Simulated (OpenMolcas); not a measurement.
An OpenMolcas run meant for Pr²⁺ (ANO-R1, X2C; inactive shells 1s 2s 2p 3s 3p 3d 4s 4p 4d 5s 5p; intended active space 3 electrons in 7 orbitals (4f)). One step of its input:

```
&CASPT2
Multistate=21 1 2 3 4 5 6 7 8 9 10 11 12 13 14 15 16 17 18 19 20 21
Frozen=14 9
IPEA=1.5
Imaginary=0.1
MaxIter=60
WThr=0.0 0.3 0.05
PrWF=0.5
NoMix
```

The run finished. Its levels beside those of a sound run (SS-CASPT2, IPEA 0.25 Eh, imaginary shift 0.1 Eh (closed shells correlated: 5s 5p)), in cm-1 above each run's lowest level:

```
             Level  This run  Usual run
       4f3 4I* 9/2       0.0        0.0
      4f3 4I* 11/2      1486       1458
      4f3 4I* 13/2      3097       3053
      4f3 4I* 15/2      4785       4740
       4f3 4F* 3/2     12462      12015
       4f3 4F* 5/2     13054      12608
4f3 2H* 9/2 [55 %]     11559      13258
       4f3 4F* 7/2     13638      13288
       4f3 4S* 3/2     13945      14038
4f3 4F* 9/2 [64 %]     14383      14414
```

Task: Which setting is unsound, and how much does it matter here?

Result: The IPEA shift is far above its usual 0.25 hartree. Against the sound run the excited levels shown move by 350 cm-1 on average and by 1700 cm-1 at most.

CASPT2 breaks the degeneracy within a term, and the mean is taken; among the terms shown or strongly mixed into the levels shown the widest spread is 1500 cm-1 (4f3 4F*, the sound run). High states are left out of the spin-orbit mixing, which shifts the levels that they would mix with. The CASPT2 spread within a term exceeds the gap to the next term for 4f3 4F* and 4f3 4S*, so the order of their levels is uncertain, and so are names and mixing where such terms share a J. Some terms miss by over 15 % even with CASPT2, which points to a basis or an active space too small for the shells correlated. Some levels mix across a computed gap that differs much from the measured one, so their mixing is not that of the real levels (holds for this run). Only configurations of the active space appear.

A share in square brackets marks a mixed level and gives the weight of the term that names it, the lowest over the columns. * marks odd parity.
